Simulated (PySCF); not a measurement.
Point-charge models of `CCOCCC(C)=O` against its computed dipole.

Coordinates (GFN2-xTB, Å) and charges (e) from the PBE0/pcSseg-1 density (PySCF):

```json
{"atom": "C1", "x": "-2.882", "y": "-0.629", "z": "-0.362", "Mulliken": "-0.3119", "IAO": "-0.4408", "Hirshfeld": "-0.1248", "ESP-fitted": "-0.2956"}
{"atom": "C2", "x": "-1.546", "y": "-0.347", "z": "-1.045", "Mulliken": "+0.0145", "IAO": "-0.0442", "Hirshfeld": "+0.0078", "ESP-fitted": "+0.1323"}
{"atom": "O3", "x": "-0.423", "y": "-0.559", "z": "-0.219", "Mulliken": "-0.5327", "IAO": "-0.4048", "Hirshfeld": "-0.1285", "ESP-fitted": "-0.3832"}
{"atom": "C4", "x": "-0.275", "y": "0.368", "z": "0.835", "Mulliken": "+0.0421", "IAO": "-0.0406", "Hirshfeld": "+0.0106", "ESP-fitted": "+0.2609"}
{"atom": "C5", "x": "1.160", "y": "0.293", "z": "1.370", "Mulliken": "-0.2252", "IAO": "-0.3203", "Hirshfeld": "-0.0831", "ESP-fitted": "-0.5588"}
{"atom": "C6", "x": "2.109", "y": "0.875", "z": "0.337", "Mulliken": "+0.1442", "IAO": "+0.4029", "Hirshfeld": "+0.1728", "ESP-fitted": "+0.7763"}
{"atom": "C7", "x": "2.632", "y": "-0.122", "z": "-0.654", "Mulliken": "-0.2649", "IAO": "-0.4838", "Hirshfeld": "-0.1309", "ESP-fitted": "-0.5893"}
{"atom": "O8", "x": "2.375", "y": "2.050", "z": "0.308", "Mulliken": "-0.3600", "IAO": "-0.4188", "Hirshfeld": "-0.2470", "ESP-fitted": "-0.5370"}
{"atom": "H9", "x": "-3.085", "y": "0.101", "z": "0.419", "Mulliken": "+0.1185", "IAO": "+0.1392", "Hirshfeld": "+0.0398", "ESP-fitted": "+0.0635"}
{"atom": "H10", "x": "-2.871", "y": "-1.622", "z": "0.080", "Mulliken": "+0.1202", "IAO": "+0.1475", "Hirshfeld": "+0.0419", "ESP-fitted": "+0.0961"}
{"atom": "H11", "x": "-3.682", "y": "-0.579", "z": "-1.096", "Mulliken": "+0.1182", "IAO": "+0.1492", "Hirshfeld": "+0.0483", "ESP-fitted": "+0.0906"}
{"atom": "H12", "x": "-1.535", "y": "0.685", "z": "-1.430", "Mulliken": "+0.1000", "IAO": "+0.1159", "Hirshfeld": "+0.0341", "ESP-fitted": "+0.0342"}
{"atom": "H13", "x": "-1.404", "y": "-1.036", "z": "-1.882", "Mulliken": "+0.1181", "IAO": "+0.1488", "Hirshfeld": "+0.0453", "ESP-fitted": "+0.0619"}
{"atom": "H14", "x": "-0.975", "y": "0.136", "z": "1.651", "Mulliken": "+0.1207", "IAO": "+0.1241", "Hirshfeld": "+0.0371", "ESP-fitted": "+0.0467"}
{"atom": "H15", "x": "-0.482", "y": "1.387", "z": "0.477", "Mulliken": "+0.1102", "IAO": "+0.1225", "Hirshfeld": "+0.0356", "ESP-fitted": "+0.0351"}
{"atom": "H16", "x": "1.401", "y": "-0.748", "z": "1.579", "Mulliken": "+0.1299", "IAO": "+0.1492", "Hirshfeld": "+0.0460", "ESP-fitted": "+0.1630"}
{"atom": "H17", "x": "1.216", "y": "0.885", "z": "2.284", "Mulliken": "+0.1393", "IAO": "+0.1607", "Hirshfeld": "+0.0512", "ESP-fitted": "+0.1435"}
{"atom": "H18", "x": "1.790", "y": "-0.677", "z": "-1.061", "Mulliken": "+0.1558", "IAO": "+0.1742", "Hirshfeld": "+0.0429", "ESP-fitted": "+0.1547"}
{"atom": "H19", "x": "3.287", "y": "-0.827", "z": "-0.146", "Mulliken": "+0.1337", "IAO": "+0.1603", "Hirshfeld": "+0.0538", "ESP-fitted": "+0.1544"}
{"atom": "H20", "x": "3.184", "y": "0.377", "z": "-1.447", "Mulliken": "+0.1296", "IAO": "+0.1588", "Hirshfeld": "+0.0465", "ESP-fitted": "+0.1505"}
```

Question: Compute μ = Σ q r for each scheme (1 e·Å = 4.803 D) and compare with the dipole of the full density.

Answer: The full density gives (-2.09, -2.02, 0.14) D, 2.91 D in size; dipole vectors point from the negative to the positive end.

| scheme | μx | μy | μz | size (D) | share of the full size (%) | angle to the full dipole (°) |
| --- | --- | --- | --- | --- | --- | --- |
| Mulliken | -2.75 | -2.01 | 0.09 | 3.41 | 117 | 8 |
| IAO | -2.35 | -1.91 | 0.16 | 3.03 | 104 | 5 |
| Hirshfeld | -1.56 | -1.53 | 0.04 | 2.19 | 75 | 2 |
| ESP-fitted | -2.12 | -2.03 | 0.15 | 2.93 | 101 | 0 |

Question: Which set comes closest?

Answer: Length of the difference vector: ESP-fitted 0.03 D, IAO 0.29 D, Mulliken 0.67 D, Hirshfeld 0.73 D. Closest: ESP-fitted. 

Question: What is left for the Hirshfeld atoms' own dipoles?

Answer: The shares of the density sum to the whole, so what Σ q r misses lies in dipoles about the nuclei. The atomic dipoles sum to (-2.09, -2.02, 0.14) − (-1.56, -1.53, 0.04) = (-0.53, -0.49, 0.10) D, 0.73 D in size.

Question: With the origin at the mean of the coordinates, (0.000, 0.001, 0.000) Å, which are the largest single terms, by size, of the IAO dipole along the direction of the full one?

Answer: O8 +6.26, C1 -5.27, C7 +4.26, C6 -4.07, H10 +2.26 D; all 20 atoms together +3.02 D. The single terms depend on the origin, their sum doesn't.

Question: Give the size of the full dipole in other units.

Answer: 2.91 D = 1.146 au = 0.606 e·Å = 9.71 × 10⁻³⁰ C·m.

Geometry: GFN2-xTB, one conformer, isolated molecule.

Shape of the structure used: `[CH3:1][CH2:2][O:3][CH2:4][CH2:5][C:6]([CH3:7])=[O:8]`: C1–C2–O3–C4 -69°, C2–O3–C4–C5 -163°, O3–C4–C5–C6 70°, C4–C5–C6–C7 -89°.
